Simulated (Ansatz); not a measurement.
Cl₃FOW (`[O]=[W]([F])([Cl])([Cl])[Cl]`) at its PBE0-D4/def2-TZVP geometry, where that method's forces vanish. Charge 0, multiplicity 1. W takes the def2 core potential.

```xyz
6

O     1.2810    1.0383    0.5931
W     0.0880    0.0126    0.0376
F     0.8234   -1.6813    0.2556
Cl   -1.1652   -0.5249    1.8673
Cl   -1.5594    1.4636   -0.5761
Cl    0.5323   -0.3084   -2.1775
```

Task: What forces (eV/Å) does B3LYP-D4/def2-TZVPP give on these atoms in Ansatz? (Best estimate.)

Result: The calculation gave: 
```
O1   0.445  0.381  0.208
W2  -0.143 -0.096 -0.066
F3   0.153 -0.372  0.044
Cl4 -0.224 -0.117  0.336
Cl5 -0.317  0.281 -0.118
Cl6  0.086 -0.078 -0.404
```

B3LYP here is the variant with VWN-RPA as its local correlation; programs differ in this.
